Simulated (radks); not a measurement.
Question: The table gives one normalised radial function P(r) = r R(r) of Mo26+ in [Ne] 3s2 3p4 (r in bohr). Calculated with a radial shooting solver on a logarithmic mesh with Libxc functionals: scalar-relativistic Kohn-Sham, exchange-only LDA, spin-polarised, spherical densities, point nucleus; open shells are filled with parallel spins first (spin-orbit coupling, left out, can overturn this in heavy ions).

r	P
0.002582	0.0083
0.00323	0.0124
0.004009	0.0183
0.005016	0.0274
0.006225	0.0402
0.007788	0.0597
0.009666	0.0868
0.01209	0.1270
0.01501	0.1812
0.01878	0.2583
0.0233	0.3569
0.02916	0.4869
0.03618	0.6372
0.04527	0.8081
0.05618	0.9639
0.07029	1.0730
0.08724	1.0698
0.1091	0.8862
0.1355	0.4887
0.1695	-0.1415
0.2103	-0.8571
0.2631	-1.5061
0.3266	-1.8208
0.4086	-1.6994
0.5071	-1.2379
0.6344	-0.6683
0.7873	-0.2663
0.985	-0.0682
1.222	-0.0113

Which n and l does it have? It may be an empty orbital.

Answer: n = 3, l = 1: the number of nodes gives n - l - 1 = 1, the rise at small r (about r^(l+1), flatter next to the nucleus through relativity) gives l, and the extent must fit the shell. The curve is that of 3p up; the table hardly tells the two spins apart. 3p up: eigenvalue -1367.1 eV, 1 radial node at r = 0.162 bohr, <r> = 0.370 bohr, 90 % of the charge inside 0.548 bohr.
